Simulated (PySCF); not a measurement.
A structure optimised at PBE0-D3(BJ)/def2-SVP, used in a PySCF frequency run:

```xyz
11

C      2.5258     0.6577    -0.8569
C      1.3377     0.5474    -0.6158
Si    -0.4528     0.3818    -0.2447
O     -0.9949     1.6704     0.6570
C     -0.7593    -1.1287     0.8439
F     -0.4464    -2.2746     0.1416
H      3.5762     0.7498    -1.0713
H     -1.1729     0.2502    -1.5420
H     -0.7497     2.5520     0.3621
H     -1.8173    -1.1680     1.1595
H     -0.1443    -1.0785     1.7595
```

Write its SMILES and formula.

C#C[Si@H](O)CF, C3H5FOSi

What are its rotational constants (standard atomic weights)?

3.2100, 2.2383, 1.4291 GHz
